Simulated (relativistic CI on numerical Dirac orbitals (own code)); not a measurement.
Line list: Forbidden lines, Te33+

Method of calculation: Dirac-Coulomb-Breit CI, separate exchange-only KLI orbitals for each configuration, QED by a radiative potential, unscaled Slater integrals (own radial code, finite nucleus).

Configurations in the expansion (outside the closed core [Ne]): 3s²3p⁶3d, 3s²3p⁵3d², 3s3p⁶3d², 3s²3p⁶4s, 3s²3p⁶4p, 3s²3p⁶4d, 3s²3p⁵3d4s, 3s²3p⁶4f, 3s²3p⁵3d4p, 3s²3p⁵3d4d, 3s3p⁶3d4s, 3p⁶3d²4p, 3s²3p⁵3d4f, 3s3p⁶3d4p, 3s²3p⁶5s, 3s3p⁶3d4d, 3s²3p⁶5p, 3s²3p⁶5d, 3s3p⁶3d4f, 3s²3p⁶5f, 3s²3p⁶5g, 3p⁶3d³, 3p⁵3d⁴, 3p⁵3d³4s, 3p⁶3d²4s, 3p⁵3d²4s², 3p⁶3d²4d, 3p⁵3d³4d, 3p⁵3d²4s4d. Double excitations out of closed p, d and f shells are left out; levels of such configurations are missing from the list, as are those of other unlisted configurations, and high levels can miss mixing partners. These lack a partner that the ground configuration has and come out too high: 3s²3p⁵3d4p, 3s²3p⁵3d4f.

```tsv
λ vac (nm)	Lower	Upper	Type	A (s⁻¹)	log gf
1.2737	3s²3p⁵3d² ⁴G°11/2 [13]	3s²3p⁵3d4d ⁴H°13/2 [377]	E2	1.43e+09	-3.31
1.2800	3s²3p⁶3d ²D5/2 [2]	3s²3p⁶4d ²D5/2 [207]	E2	2.84e+09	-3.38
1.2900	3s²3p⁵3d² ²H°11/2 [20]	3s²3p⁵3d4d ²G°9/2 [380]	E2	1.26e+09	-3.50
1.4706	3s²3p⁵3d² ⁴D°3/2 [4]	3s²3p⁵3d4s ⁴F°7/2 [233]	E2	1.50e+08	-4.41
1.4763	3s²3p⁵3d² ⁴D°5/2 [7]	3s²3p⁵3d4s ⁴F°9/2 [244]	E2	1.75e+08	-4.24
1.4783	3s²3p⁵3d² ⁴F°5/2 [5]	3s²3p⁵3d4s ⁴F°7/2 [233]	E2	3.52e+08	-4.04
1.4800	3s²3p⁶3d ²D3/2 [1]	3s²3p⁶4s ²S1/2 [83]	E2	1.52e+09	-4.00
1.4818	3s²3p⁵3d² ⁴G°9/2 [8]	3s²3p⁵3d4s ⁴F°9/2 [244]	E2	4.23e+08	-3.86
1.4821	3s²3p⁵3d² ⁴D°7/2 [9]	3s²3p⁵3d4s ⁴F°9/2 [244]	E2	3.93e+08	-3.89
1.4837	3s²3p⁵3d² ⁴G°7/2 [6]	3s²3p⁵3d4s ⁴F°7/2 [233]	E2	5.85e+08	-3.81
1.4901	3s²3p⁵3d² ⁴P°5/2 [12]	3s²3p⁵3d4s ⁴F°9/2 [244]	E2	1.73e+08	-4.24
1.4904	3s²3p⁵3d² ⁴G°11/2 [13]	3s²3p⁵3d4s ⁴F°9/2 [244]	E2	9.17e+08	-3.52
1.4976	3s²3p⁵3d² ⁴G°9/2 [8]	3s²3p⁵3d4s ⁴F°7/2 [233]	E2	3.78e+08	-3.99
1.5017	3s²3p⁵3d² ⁴P°3/2 [10]	3s²3p⁵3d4s ⁴F°7/2 [233]	E2	1.83e+08	-4.31
1.5051	3s²3p⁶3d ²D5/2 [2]	3s²3p⁶4s ²S1/2 [83]	E2	2.28e+09	-3.81
1.5064	3s²3p⁵3d² ⁴G°11/2 [13]	3s²3p⁵3d4s ⁴F°7/2 [233]	E2	7.23e+08	-3.71
1.5084	3s²3p⁵3d² ⁴F°9/2 [17]	3s²3p⁵3d4s ⁴F°9/2 [244]	E2	1.19e+08	-4.39
1.5114	3s²3p⁵3d² ²G°7/2 [14]	3s²3p⁵3d4s ⁴F°7/2 [233]	E2	1.89e+08	-4.28
1.5138	3s²3p⁵3d² ²H°11/2 [20]	3s²3p⁵3d4s ⁴F°9/2 [244]	E2	3.11e+08	-3.97
1.5247	3s²3p⁵3d² ⁴F°9/2 [17]	3s²3p⁵3d4s ⁴F°7/2 [233]	E2	1.47e+08	-4.39
```

Terms are leading LS components. Brackets give the number of a level in order of energy, since labels repeat. The list gives strong lines, with weight on those to low levels, among the lowest 400 of 2758 levels, so that lines to higher ones, which can be the strongest, are missing. Levels whose partners in the same complex of configurations lie outside the list can be far off, and so can their lines. Rates are taken at the computed energies, electric ones in the length gauge.

At this charge energies of transitions that change n are usually good to better than 1 %, and those within a shell (Δn = 0) to a few per cent.

LS names give the leading component of a level, which can be under half, so a name can repeat, a term be missing and a line seem to break the LS rules.
